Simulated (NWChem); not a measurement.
System: PbSiH4, singlet; SMILES [SiH3][PbH]

The following NWChem deck was run.

```
start job
memory heap 200 mb stack 900 mb global 1100 mb
geometry units angstroms noautoz
  Pb    -0.030673     0.514245     0.155513
  H      1.787305     0.434999    -0.204657
  Si    -0.025576    -2.223673     0.026297
  H      0.910135    -2.800296     1.049433
  H      0.449852    -2.690337    -1.319436
  H     -1.368783    -2.849923     0.258306
end
basis spherical
  * library def2-tzvpp
end
ecp
  Pb library def2-ecp
end
dft
  xc b3lyp
  iterations 150
  mulliken
end
task dft energy
```

Low-valent species are run as closed-shell singlets; no triplet was tried in these runs. Structure relaxed at the PBE0/def2-SVP level. def2 effective core potentials on Pb; no spin-orbit coupling.

Problem. Give the results of this calculation. (B3LYP/def2-TZVPP with def2 effective core potentials on Pb.) Quantities: basis functions; energy (Ha); highest occupied level (eV); orbital gap (eV); dipole (D).

Solution. 
```
Quantity                      Result
---------------------------  -------
number of basis functions        148
energy (Ha)                  -484.84
highest occupied level (eV)    -6.23
orbital gap (eV)                2.88
dipole (D)                      2.01
```
